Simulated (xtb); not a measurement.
xtb input (GFN2-xTB):

```bash
xtb mol.xyz --gfn 2 --sp --chrg 1 --uhf 0
```
mol.xyz:
```
6

C      0.02862427     0.77403521    -0.04928916
C     -0.73380022    -0.43145510     0.23926106
C      0.68523912    -0.35673882    -0.07459244
H      0.04451260     1.84469036    -0.15404392
H     -1.54549687    -0.89019712    -0.32345270
H      1.62060524    -0.86954100    -0.21478018
```

End of the output:

```
         :::::::::::::::::::::::::::::::::::::::::::::::::::::
         ::                     SUMMARY                     ::
         :::::::::::::::::::::::::::::::::::::::::::::::::::::
         :: total energy              -7.305455725085 Eh    ::
         :: gradient norm              0.141418996927 Eh/a0 ::
         :: HOMO-LUMO gap              3.387742059786 eV    ::
         ::.................................................::
         :: SCC energy                -7.460319683388 Eh    ::
         :: -> isotropic ES            0.135913382331 Eh    ::
         :: -> anisotropic ES         -0.020937480772 Eh    ::
         :: -> anisotropic XC          0.014522913378 Eh    ::
         :: -> dispersion             -0.001409943759 Eh    ::
         :: repulsion energy           0.154863958303 Eh    ::
         :: add. restraining           0.000000000000 Eh    ::
         :: total charge               1.000000000000 e     ::
         :::::::::::::::::::::::::::::::::::::::::::::::::::::

           -------------------------------------------------
          |                Property Printout                |
           -------------------------------------------------

    * Orbital Energies and Occupations

         #    Occupation            Energy/Eh            Energy/eV
      -------------------------------------------------------------
         1        2.0000           -0.9723889             -26.4600
         2        2.0000           -0.8585333             -23.3619
         3        2.0000           -0.8483910             -23.0859
         4        2.0000           -0.8041366             -21.8817
         5        2.0000           -0.7783383             -21.1797
         6        2.0000           -0.7459602             -20.2986
         7        2.0000           -0.7337398             -19.9661 (HOMO)
         8                         -0.6092426             -16.5783 (LUMO)
         9                         -0.5320519             -14.4779
        10                         -0.3269383              -8.8964
        11                         -0.1968320              -5.3561
        12                         -0.1575334              -4.2867
        13                         -0.0349616              -0.9514
        14                          0.1393633               3.7923
        15                          0.5389254              14.6649
      -------------------------------------------------------------
                  HL-Gap            0.1244972 Eh            3.3877 eV
Note: The following floating-point exceptions are signalling: IEEE_DENORMAL
normal termination of xtb
             Fermi-level           -0.6714912 Eh          -18.2722 eV

     #   Z          covCN         q      C6AA      α(0)
     1   6 C        2.886     0.101    25.758     8.321
     2   6 C        2.883     0.117    25.421     8.266
     3   6 C        2.886     0.101    25.758     8.321
     4   1 H        0.926     0.219     1.005     1.568
     5   1 H        0.925     0.242     0.910     1.492
     6   1 H        0.926     0.219     1.005     1.568

 Mol. C6AA /au·bohr⁶  :        329.363021
 Mol. C8AA /au·bohr⁸  :       8460.263224
 Mol. α(0) /au        :         29.534618

Wiberg/Mayer (AO) data.
largest (>0.10) Wiberg bond orders for each atom

 ---------------------------------------------------------------------------
     #   Z sym  total        # sym  WBO       # sym  WBO       # sym  WBO
 ---------------------------------------------------------------------------
     1   6 C    3.803 --     3 C    1.501     2 C    1.361     4 H    0.922
     2   6 C    3.676 --     3 C    1.361     1 C    1.361     5 H    0.920
     3   6 C    3.803 --     1 C    1.501     2 C    1.361     6 H    0.922
     4   1 H    0.952 --     1 C    0.922
     5   1 H    0.942 --     2 C    0.920
     6   1 H    0.952 --     3 C    0.922
 ---------------------------------------------------------------------------

Topologies differ in total number of bonds
Writing topology from bond orders to xtbtopo.mol

molecular dipole:
                 x           y           z       tot (Debye)
 q only:       -0.041      -0.018      -0.271
   full:       -0.026      -0.011      -0.200       0.514
molecular quadrupole (traceless):
                xx          xy          yy          xz          yz          zz
 q only:        2.289       0.300       1.939       0.091       0.187      -4.228
  q+dip:        2.877       0.242       2.596       0.007       0.182      -5.473
   full:        1.754       0.360       1.328       0.234       0.230      -3.082

           -------------------------------------------------
          | TOTAL ENERGY               -7.305455725085 Eh   |
          | GRADIENT NORM               0.141418996927 Eh/α |
          | HOMO-LUMO GAP               3.387742059786 eV   |
           -------------------------------------------------

------------------------------------------------------------------------
------------------------------------------------------------------------
 total:
 SCF:
```

This state (charge 1, singlet) is run at the relaxed geometry of the species with charge 0 and multiplicity 2.
